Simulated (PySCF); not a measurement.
Match the calculated data to a structure.

All candidates are C6H5O3S (charge -1).

| technique | computed result |
| --- | --- |
| 13C NMR | chemical shifts (computed TMS as zero) by class: 165.4 (1 C), 131.6 (2 C), 129.6 (2 C), 127.4 (1 C) ppm [GIAO PBE0/pcSseg-1] |
| 1H NMR | chemical shifts (computed TMS as zero) by class: 8.20 (2 H), 7.15 (2 H), 6.89 (1 H) ppm [GIAO PBE0/pcSseg-1] |
| Rotational structure | rotational constants A, B, C: 2.755, 0.851, 0.741 GHz [GFN2-xTB] |
| NMR, other nuclei | isotropic shieldings of nuclei other than C and H, by class: 109 (3 O), 193 (1 S) ppm [GIAO PBE0/pcSseg-1] |

Electronic properties: PySCF, gas phase, density fitting. Levels stand in brackets. Geometry: GFN2-xTB; no solvent, vibrations or thermal averaging. No diffuse functions stand in pcSseg-1, which bears on an anion's orbital energies. NMR values are class means; diastereotopic atoms form classes of their own.

Task: Which candidate is it?
A. `O=S(=O)([O-])c1ccccc1`
B. `COc1ccc(C(=O)[O-])s1`
C. `O=S(=O)([O-])C=C1C=CC=C1`

Result: A. It is `O=S(=O)([O-])c1ccccc1`. Numbering: `[O:1]=[S:2](=[O:3])([O-:4])[c:5]1[cH:6][cH:7][cH:8][cH:9][cH:10]1`. 6 carbons fall into 4 classes; from least to most shielded: substituted aromatic carbon [C5] (165.4 ppm), aromatic CH carbon [C6/C10] (131.6 ppm, 2 C), aromatic CH carbon [C7/C9] (129.6 ppm, 2 C), aromatic CH carbon [C8] (127.4 ppm). Hydrogen classes from least to most shielded: 2 H on the ortho carbons, C6/C10 (8.20 ppm), 2 H on the meta carbons, C7/C9 (7.15 ppm), 1 H on the para carbon, C8 (6.89 ppm). The other shieldings belong to: 109 ppm, oxygen bonded to S [O1/O3/O4]; 193 ppm, sulfonyl sulfur [S2]. The optimised geometry has point group Cs and is an asymmetric top.

The others, at the same levels:
- `O=S(=O)([O-])C=C1C=CC=C1` fails: it has 6 carbon classes against 4; its computed 13C shifts are 175.3 (1 C), 148.5 (1 C), 139.4 (1 C), 133.8 (1 C), 128.0 (1 C), 126.2 (1 C) ppm, 1H shifts are 8.48 (1 H), 7.66 (1 H), 6.02 (1 H), 5.96 (1 H), 5.76 (1 H) ppm and rotational constant A is 3.228 GHz (against 2.755 GHz).
- `COc1ccc(C(=O)[O-])s1` fails: it has 6 carbon classes against 4; its computed 13C shifts are 172.2 (1 C), 162.2 (1 C), 161.5 (1 C), 120.8 (1 C), 99.8 (1 C), 57.0 (1 C) ppm, 1H shifts are 6.60 (1 H), 5.51 (1 H), 3.60 (3 H) ppm and rotational constant A is 3.519 GHz (against 2.755 GHz).

Each candidate is one conformer, not necessarily the lowest. Dipoles, sizes and rotational constants follow the conformer. The torsions of the flexible species, by atom-mapped SMILES:
- `[O:1]=[S:2](=[O:3])([O-:4])[c:5]1[cH:6][cH:7][cH:8][cH:9][cH:10]1`: O1–S2–C5–C6 32°
- `[O:1]=[S:2](=[O:3])([O-:4])[CH:5]=[C:6]1[CH:7]=[CH:8][CH:9]=[CH:10]1`: O1–S2–C5–C6 180°
- `[CH3:1][O:2][c:3]1[cH:4][cH:5][c:6]([C:7](=[O:8])[O-:9])[s:10]1`: C1–O2–C3–C4 0°, C5–C6–C7–O8 180°
